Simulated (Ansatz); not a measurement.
Reaction (cleavage of the Si–Al bond): `O[SiH](F)[AlH2]` + `O[SiH](O)S` → `O[SiH](O)S[SiH](O)F` + `[AlH3]`

Program: Ansatz. Geometries: PBE0-D4/def2-TZVP. ΔE: electronic, gas phase. CCSD(T)/CBS is the MP2 limit (def2-TZVPP, def2-QZVPP) plus CCSD(T) − MP2 in def2-TZVPP, frozen cores. This one scheme is used for every species. Functionals use def2-TZVPP. B3LYP here is the variant with VWN-RPA as its local correlation; programs differ in this. Each species was taken in one conformer, which may not be the lowest.

```json
{"level": "PBE-D4", "ΔE (kJ/mol)": "-89.6", "difference from CCSD(T)/CBS": "7.8"}
{"level": "ωB97X-V", "ΔE (kJ/mol)": "-95.8", "difference from CCSD(T)/CBS": "1.6"}
{"level": "B2PLYP", "ΔE (kJ/mol)": "-93.4", "difference from CCSD(T)/CBS": "4.0"}
{"level": "PBE", "ΔE (kJ/mol)": "-81.0", "difference from CCSD(T)/CBS": "16.4"}
{"level": "r2SCAN", "ΔE (kJ/mol)": "-99.9", "difference from CCSD(T)/CBS": "-2.5"}
{"level": "PBE0", "ΔE (kJ/mol)": "-86.2", "difference from CCSD(T)/CBS": "11.2"}
{"level": "B3LYP", "ΔE (kJ/mol)": "-83.5", "difference from CCSD(T)/CBS": "13.9"}
{"level": "HF/def2-TZVPP", "ΔE (kJ/mol)": "-88.4", "difference from CCSD(T)/CBS": "9.0"}
{"level": "MP2/def2-TZVPP", "ΔE (kJ/mol)": "-107.8", "difference from CCSD(T)/CBS": "-10.4"}
{"level": "SCS-MP2/def2-TZVPP", "ΔE (kJ/mol)": "-100.3", "difference from CCSD(T)/CBS": "-2.9"}
{"level": "CCSD/def2-TZVPP", "ΔE (kJ/mol)": "-92.3", "difference from CCSD(T)/CBS": "5.1"}
{"level": "CCSD(T)/def2-TZVPP", "ΔE (kJ/mol)": "-95.8", "difference from CCSD(T)/CBS": "1.6"}
{"level": "HF/def2-QZVPP", "ΔE (kJ/mol)": "-88.3", "difference from CCSD(T)/CBS": "9.1"}
{"level": "MP2/def2-QZVPP", "ΔE (kJ/mol)": "-108.7", "difference from CCSD(T)/CBS": "-11.3"}
{"level": "SCS-MP2/def2-QZVPP", "ΔE (kJ/mol)": "-101.2", "difference from CCSD(T)/CBS": "-3.8"}
{"level": "MP2/CBS(def2)", "ΔE (kJ/mol)": "-109.4", "difference from CCSD(T)/CBS": "-12.0"}
{"level": "CCSD(T)/CBS", "ΔE (kJ/mol)": "-97.4", "difference from CCSD(T)/CBS": "0"}
```

Largest T1 diagnostic among the species: 0.012.

In def2-TZVPP, CCSD(T) changes the Hartree–Fock value by −7.4 kJ/mol (the triples alone add −3.6 kJ/mol) and MP2 by −19.4 kJ/mol. From PBE to PBE0 (25 % exact exchange), in def2-TZVPP and without D4, ΔE moves by −5.1 kJ/mol. The D4 term adds −13.8 kJ/mol with B3LYP and −7.5 kJ/mol with PBE0; it sums over pairs of atoms, weighted by their polarisabilities, and B3LYP, whose exchange is more repulsive, gets the larger term.
